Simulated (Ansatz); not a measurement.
The first iterations of a band of BClH3NO + H3P (11 atoms, charge 0, multiplicity 1).

Theory: Ansatz, RKS BLYP-D4/def2-SVP.

```
movable images  : 5
climbing image  : yes
spring          : 5.0 eV/Å²
optimiser       : quadratic models (default)
start path      : through a guess of the saddle point
force threshold : 0.03 eV/Å
iteration limit : 60
end points      : relaxed
```

First end point:

```xyz
11
Properties=species:S:1:pos:R:3
B 0.012 -0.652 -0.280
Cl 0.045 -1.396 1.377
O 1.133 -0.668 -1.068
H 1.894 -1.087 -0.629
N -1.177 -0.046 -0.730
H -2.040 -0.040 -0.192
H -1.235 0.403 -1.644
P -0.494 2.752 0.964
H -1.896 2.476 1.162
H -0.460 3.672 2.079
H -0.096 1.637 1.780
```

Last end point:

```xyz
11
Properties=species:S:1:pos:R:3
B -0.093 0.724 -0.409
Cl -0.484 -0.568 2.822
O 1.218 0.305 -0.465
H 1.338 -0.571 -0.880
N -1.189 0.006 -0.943
H -1.106 -0.910 -1.388
H -2.154 0.323 -0.862
P -0.344 2.539 0.321
H -1.582 2.301 1.019
H 0.477 2.374 1.491
H -0.394 0.530 2.113
```

| iteration | highest image above the first end (eV) | largest band force component (eV/Å) |
| --- | --- | --- |
| 1 | 7.538 | 9.215 |
| 2 | 4.360 | 3.878 |
| 3 | 3.237 | 1.896 |
| 4 | 2.725 | 0.769 |
| 5 | 2.428 | 1.141 |
| 6 | 2.282 | 0.662 |
| 7 | 2.154 | 0.962 |
| 8 | 2.063 | 0.955 |
| 9 | 1.973 | 0.619 |

Does the band converge within its limit, and where does its top end?

The forces met the threshold. It ended after 28 iterations with the highest image 2.160 eV above the first end. The profile has 2 maxima (images 3, 5) with wells between them (image 4): this band takes more than one step, which may be the mechanism or a detour left from its start path. Neighbouring images differ by up to 1.8 eV, so the band resolves the path poorly. A vibrational analysis at the climbing image gives one clearly imaginary mode, 683i cm⁻¹: a first-order saddle point. The orbitals stay closed-shell, which can raise the energy where a bond breaks towards radicals; this wasn't checked here.

Run time: 2.1 min on 4 threads of Intel(R) Xeon(R) CPU @ 2.60GHz (Ice Lake) (shared host), peak memory 0.18 GiB.
